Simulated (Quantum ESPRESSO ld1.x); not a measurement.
All-electron atom: the chromium ion Cr18+ in [He] 2s2 2p2 (the NIST ground configuration). Calculated with ld1.x of Quantum ESPRESSO 7.5: Dirac Kohn-Sham, BLYP, spin-unpolarised, spherical densities, point nucleus; open shells fill j = l - 1/2 first.

Radial electron density D(r) = 4 pi r^2 rho(r):

```
   r/bohr * D(r) (the largest magnitude, 28, reaches the edge; | marks zero)
 0.003603 |  *
  0.00403 |  *
 0.004507 |   *
 0.005041 |    *
 0.005594 |     *
 0.006257 |      *
 0.006999 |        *
 0.007766 |         *
 0.008686 |           *
 0.009715 |             *
  0.01078 |                *
  0.01206 |                   *
  0.01349 |                      *
  0.01509 |                          *
  0.01674 |                             *
  0.01872 |                                 *
  0.02094 |                                     *
  0.02324 |                                         *
  0.02599 |                                             *
  0.02907 |                                                *
  0.03226 |                                                   *
  0.03608 |                                                     *
  0.04035 |                                                      *
  0.04514 |                                                      *
  0.05008 |                                                    *
  0.05602 |                                                 *
  0.06266 |                                             *
  0.06953 |                                         *
  0.07777 |                                    *
  0.08698 |                               *
  0.09652 |                            *
    0.108 |                         *
   0.1207 |                        *
   0.1351 |                         *
   0.1499 |                          *
   0.1676 |                            *
   0.1875 |                              *
    0.208 |                               *
   0.2327 |                              *
   0.2603 |                           *
   0.2888 |                       *
    0.323 |                  *
   0.3613 |             *
   0.4041 |        *
   0.4484 |    *
   0.5015 |  *
    0.561 |*
   0.6225 |*
   0.6962 *
   0.7788 *
   0.8641 *
   0.9665 *
    1.081 *
```

D(r) has 2 maxima, at r = 0.0413, 0.208 bohr, and minima at 0.123 bohr, inside which lie 2.24 electrons.
